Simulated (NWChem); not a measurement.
System: CuCl; SMILES [Cu][Cl]

Here is an NWChem input.

```
start job
memory heap 200 mb stack 900 mb global 1100 mb
geometry units angstroms
  Cu     0.000000     0.000000    -0.769560
  Cl     0.000000     0.000000     1.304487
end
basis spherical
  * library 6-31g*
end
dft
  xc hfexch
  iterations 150
end
driver
  maxiter 120
end
task dft optimize
task dft freq
```

The level has its own optimisation; frequencies are unscaled.

Problem. Give the results of this calculation. (Hartree-Fock/6-31G* (spherical d).) Quantities: basis functions; r Cl–Cu (Å); highest harmonic frequency (cm⁻¹); zero-point energy (kcal/mol); dipole (D).

Solution. The number of basis functions is 52. The r Cl–Cu (Å) is 2.111. The highest harmonic frequency (cm⁻¹) comes out as 383. The zero-point energy (kcal/mol) is 0.5 and the dipole (D) is 7.16.
